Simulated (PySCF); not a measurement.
A structure optimised at PBE-D3(BJ)/def2-SVP, used in a PySCF frequency run:

```xyz
6

Al    -0.4132    -0.6141     0.0000
Cl     1.0167    -2.1613     0.0000
Br     0.2405     1.5465     0.0000
N     -2.1335    -1.0153     0.0000
H     -2.8893    -0.3276     0.0000
H     -2.5059    -1.9671     0.0000
```
Charge 0, spin multiplicity 1.

Task: Write its SMILES, formula and point group.

Result: [NH2][Al]([Cl])[Br], AlBrClH2N, Cs

Task: What are its rotational constants (standard atomic weights)?

Result: 4.0836, 1.3153, 0.99484 GHz
